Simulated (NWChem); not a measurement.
TiH$_{4}$S$_{2}$; SMILES [SH][TiH2][SH]

```xyz
7

Ti     0.3832    -0.1376    -0.1108
H      1.7292    -0.1018    -1.1279
H      0.9034    -0.0011     1.4903
S     -0.9993     1.5706    -0.5463
H     -0.7446     1.7954     0.7781
S     -0.5420    -2.1736    -0.2848
H      0.7537    -2.5854    -0.1914
```
Atoms are numbered in this order, from 1.

Level: PBE0/def2-SVP (NWChem), optimised geometry, unscaled harmonic frequencies. 

```
frequency (cm⁻¹)  IR intensity (km/mol)
----------------  ---------------------
62                                  6.9
103                                13.1
151                                17.3
249                                11.7
336                                 2.0
364                                 8.2
456                                10.4
527                                52.2
550                                35.6
569                                95.1
594                               130.8
1717                              260.1
1744                              207.9
2602                                7.4
2638                                4.0
```

The zero-point energy is 18.1 kcal/mol and the thermal correction to the enthalpy at 298.15 K (with zero-point energy) comes out as 23.2 kcal/mol. The heat capacity Cv is 22.6 cal/(mol K) and the entropy at 298.15 K and 1 atm (symmetry number 1) comes out as 84.1 cal/(mol K). The dipole moment is 0.93 D.

Rigid rotor and harmonic oscillator; modes under 100 cm⁻¹ make the entropy uncertain.
